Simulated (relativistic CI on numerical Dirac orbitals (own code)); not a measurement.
# Co III: calculation against measurement

Method of calculation: Dirac-Coulomb-Breit CI, separate exchange-only KLI orbitals for each configuration, a model potential for QED, valence Slater integrals scaled by 0.85, P86 correlation energy added to each configuration (own radial code, finite nucleus).

CI space (outside the closed core [Ar]): 3d7, 3d6 4s, 3d6 4p, 3d5 4s2, 3d6 5s, 3d6 4d, 3d6 5p, 3d5 4s 4p, 3d6 4f, 3d6 6s, 3d6 5d, 3d6 6p, 3d6 5f, 3d6 5g, 3d6 6d, 3d6 6f, 3d5 4p2, 3d5 4s 5s. Levels of other configurations are missing.

| Configuration | Term (tabulated) | J | Measured (cm⁻¹) | Computed | Error | Purity (%) |
| --- | --- | --- | --- | --- | --- | --- |
| 3d7 | a 4F | 9/2 | 0.0 | 0 | 0 | 99 |
| 3d7 | a 4F | 7/2 | 841.2 | 797 | -45 | 100 |
| 3d7 | a 4F | 5/2 | 1451.3 | 1377 | -74 | 99 |
| 3d7 | a 4F | 3/2 | 1866.8 | 1774 | -92 | 99 |
| 3d7 | a 4P | 5/2 | 15201.9 | 15779 | 577 | 99 |
| 3d7 | a 4P | 3/2 | 15428.2 | 16042 | 614 | 97 |
| 3d7 | a 4P | 1/2 | 15811.4 | 16372 | 561 | 98 |
| 3d7 | a 2G | 9/2 | 16977.6 | 16721 | -257 | 98 |
| 3d7 | a 2G | 7/2 | 17766.2 | 17475 | -292 | 100 |
| 3d7 | a 2P | 3/2 | 20194.9 | 21924 | 1729 | 84 |
| 3d7 | a 2H | 11/2 | 22720.3 | 21873 | -847 | 100 |
| 3d7 | a 2D2 | 5/2 | 23058.8 | 23803 | 745 | 99 |
| 3d7 | a 2H | 9/2 | 23434.3 | 22555 | -879 | 98 |
| 3d7 | a 2D2 | 3/2 | 24236.8 | 25007 | 770 | 86 |
| 3d7 | a 2F | 5/2 | 37021.0 | 37483 | 462 | 99 |
| 3d7 | a 2F | 7/2 | 37316.5 | 37758 | 442 | 99 |
| 3d6 4s | a 6D | 9/2 | 46438.3 | 44365 | -2073 | 100 |
| 3d6 4s | a 6D | 7/2 | 47003.1 | 44916 | -2087 | 100 |
| 3d6 4s | a 6D | 5/2 | 47415.4 | 45320 | -2096 | 100 |
| 3d6 4s | a 6D | 3/2 | 47698.6 | 45598 | -2101 | 100 |
| 3d6 4s | a 6D | 1/2 | 47864.8 | 45761 | -2104 | 100 |
| 3d6 4s | a 4D | 7/2 | 55729.2 | 53972 | -1758 | 99 |
| 3d6 4s | a 4D | 5/2 | 56373.8 | 54604 | -1770 | 99 |
| 3d6 4s | a 4D | 3/2 | 56794.8 | 55020 | -1775 | 99 |
| 3d6 4s | a 4D | 1/2 | 57036.8 | 55260 | -1777 | 99 |
| 3d6 4s | b 4P | 5/2 | 70934.1 | 69789 | -1145 | 99 |
| 3d6 4s | a 4H | 13/2 | 71623.1 | 67698 | -3925 | 100 |
| 3d6 4s | a 4H | 11/2 | 71873.7 | 67952 | -3922 | 99 |
| 3d6 4s | a 4H | 9/2 | 72083.3 | 68166 | -3917 | 98 |
| 3d6 4s | a 4H | 7/2 | 72270.5 | 68344 | -3926 | 98 |
| 3d6 4s | b 4P | 3/2 | 72341.9 | 71161 | -1180 | 97 |
| 3d6 4s | b 4P | 1/2 | 73214.5 | 71998 | -1216 | 99 |
| 3d6 4s | b 4F | 9/2 | 73286.0 | 70891 | -2395 | 94 |
| 3d6 4s | b 4F | 7/2 | 73540.2 | 71147 | -2393 | 94 |
| 3d6 4s | b 4F | 5/2 | 73726.6 | 71352 | -2374 | 97 |
| 3d6 4s | b 4F | 3/2 | 73861.8 | 71507 | -2354 | 100 |
| 3d6 4s | a 4G | 11/2 | 76518.9 | 73065 | -3454 | 57 |
| 3d6 4s | b 2P | 3/2 | 76791.1 | 75856 | -936 | 97 |
| 3d6 4s | a 4G | 7/2 | 77383.1 | 74076 | -3307 | 93 |
| 3d6 4s | b 2H | 11/2 | 77411.6 | 73817 | -3594 | 56 |
| 3d6 4s | a 4G | 5/2 | 77472.3 | 74170 | -3302 | 95 |
| 3d6 4s | b 2P | 1/2 | 78434.3 | 77446 | -988 | 97 |
| 3d6 4s | b 2F | 7/2 | 78927.8 | 76709 | -2219 | 91 |
| 3d6 4s | b 2F | 5/2 | 79425.3 | 77237 | -2188 | 97 |
| 3d6 4s | b 2G | 9/2 | 82363.3 | 79241 | -3123 | 98 |
| 3d6 4s | b 2G | 7/2 | 82920.7 | 79828 | -3093 | 94 |
| 3d6 4s | b 4D | 7/2 | 83938.9 | 81596 | -2343 | 99 |
| 3d6 4s | a 2I | 13/2 | 85474.1 | 80555 | -4920 | 99 |
| 3d6 4s | a 2I | 11/2 | 85517.3 | 80604 | -4913 | 99 |
| 3d6 4s | c 2G | 9/2 | 86283.8 | 82534 | -3750 | 98 |
| 3d6 4s | c 2G | 7/2 | 86327.1 | 82595 | -3732 | 97 |
| 3d6 4p | z 6D° | 9/2 | 98290.3 | 94808 | -3482 | 99 |
| 3d6 4p | z 6D° | 7/2 | 98545.6 | 95073 | -3473 | 97 |
| 3d6 4p | z 6D° | 5/2 | 98823.2 | 95351 | -3472 | 98 |
| 3d6 4p | z 6D° | 3/2 | 99043.5 | 95572 | -3472 | 99 |
| 3d6 4p | z 6D° | 1/2 | 99182.2 | 95710 | -3472 | 99 |
| 3d6 4p | z 6F° | 11/2 | 103245.0 | 99453 | -3792 | 100 |
| 3d6 4p | z 6F° | 9/2 | 103386.7 | 99634 | -3752 | 97 |
| 3d6 4p | z 6F° | 7/2 | 103501.7 | 99772 | -3730 | 97 |
| 3d6 4p | z 6F° | 1/2 | 103690.8 | 99986 | -3705 | 99 |

Measured levels from Sugar and Corliss, J. Phys. Chem. Ref. Data 10, 1097 (1981); pairs were made by configuration, J and term (by order where the table uses no LS term), so strongly mixed levels may be paired wrongly. Some J values or terms of the table were assigned by a fit.

Mean error by configuration (cm⁻¹): 3d7 228; 3d6 4s -2633; 3d6 4p -3594. Over the excited levels the mean absolute error is 2252 cm⁻¹ (59 of the 61 excited levels that our extract of the source holds in range could be paired, and the others can miss by more), and the median relative error of those above 1,000 cm⁻¹ is 3.6 %.
